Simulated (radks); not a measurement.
The numbers below are computed, except where a source is named.
Excited configurations of Br XIV: one electron is placed in a higher orbital outside [Ar] 3d3. The ground configuration is [Ar] 3d4. Code: a radial shooting solver on a logarithmic mesh with Libxc functionals. Model: non-relativistic Kohn-Sham, TPSS, spin-polarised, spherical densities, point nucleus; open shells are filled with parallel spins first; meta-GGA in the generalised Kohn-Sham scheme. Excitation = E - E(ground); binding = E(ion) - E, where the ion is the core of charge +14; n* = 14/sqrt(2 binding) in atomic units, and the quantum defect is n - n*.

outer orbital  excitation (eV)  binding (eV)     n*  quantum defect  eigenvalue (eV)  <r> (bohr)
4p                      195.03        243.71  3.308           0.692          -234.87       1.128
4d                      229.02        209.72  3.566           0.434          -201.01       1.167
4f                      261.56        177.18  3.880           0.120          -167.77       1.151
5p                      295.12        143.62  4.309           0.691          -139.00       1.949
6p                      343.97        94.770  5.305           0.695          -91.936       2.978
6d                      352.21        86.532  5.551           0.449          -83.790       3.122
6f                      359.73        79.010  5.810           0.190          -76.290       3.200
7p                      371.45        67.287  6.295           0.705          -65.345       4.216

The Delta-SCF ionisation energy is 438.74 eV (NIST Atomic Spectra Database: 436 eV, theoretical). Self-interaction in the functional shifts the binding energies and quantum defects, so they are the method's values and not measured ones. Open shells are spherical and high-spin; term and fine-structure splittings are not resolved.
